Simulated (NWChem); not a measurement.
Species: CH5FOSi; SMILES F[SiH2]CO

```xyz
9

O      0.6102    -1.8381     0.2241
C     -0.3774    -1.0754    -0.4327
Si    -0.4628     0.7156     0.1472
F      0.8886     1.5184    -0.2712
H      0.4020    -1.8609     1.1639
H     -1.3905    -1.5283    -0.3604
H     -0.1329    -1.0857    -1.5087
H     -1.6241     1.4216    -0.4681
H     -0.5539     0.7413     1.6380
```
Atoms are numbered in this order, from 1.

Level: PBE0/def2-SVP (NWChem), optimised geometry, unscaled harmonic frequencies. 

```json
[
 {"frequency (cm⁻¹)": "102", "IR intensity (km/mol)": "0.5"},
 {"frequency (cm⁻¹)": "174", "IR intensity (km/mol)": "9.7"},
 {"frequency (cm⁻¹)": "261", "IR intensity (km/mol)": "27.3"},
 {"frequency (cm⁻¹)": "324", "IR intensity (km/mol)": "135.0"},
 {"frequency (cm⁻¹)": "569", "IR intensity (km/mol)": "41.0"},
 {"frequency (cm⁻¹)": "660", "IR intensity (km/mol)": "11.8"},
 {"frequency (cm⁻¹)": "742", "IR intensity (km/mol)": "40.2"},
 {"frequency (cm⁻¹)": "787", "IR intensity (km/mol)": "20.6"},
 {"frequency (cm⁻¹)": "869", "IR intensity (km/mol)": "12.6"},
 {"frequency (cm⁻¹)": "941", "IR intensity (km/mol)": "164.3"},
 {"frequency (cm⁻¹)": "977", "IR intensity (km/mol)": "221.7"},
 {"frequency (cm⁻¹)": "1108", "IR intensity (km/mol)": "95.0"},
 {"frequency (cm⁻¹)": "1165", "IR intensity (km/mol)": "27.3"},
 {"frequency (cm⁻¹)": "1299", "IR intensity (km/mol)": "1.5"},
 {"frequency (cm⁻¹)": "1377", "IR intensity (km/mol)": "35.2"},
 {"frequency (cm⁻¹)": "1442", "IR intensity (km/mol)": "7.4"},
 {"frequency (cm⁻¹)": "2237", "IR intensity (km/mol)": "103.2"},
 {"frequency (cm⁻¹)": "2249", "IR intensity (km/mol)": "148.1"},
 {"frequency (cm⁻¹)": "2981", "IR intensity (km/mol)": "39.4"},
 {"frequency (cm⁻¹)": "3103", "IR intensity (km/mol)": "6.8"},
 {"frequency (cm⁻¹)": "3881", "IR intensity (km/mol)": "39.2"}
]
```

The zero-point energy is 38.9 kcal/mol and the thermal correction to the enthalpy at 298.15 K (with zero-point energy) comes out as 43.1 kcal/mol. The heat capacity Cv is 18.8 cal/(mol K). The entropy at 298.15 K and 1 atm (symmetry number 1) is 75.1 cal/(mol K) and the dipole moment is 2.46 D.

Rigid rotor and harmonic oscillator.
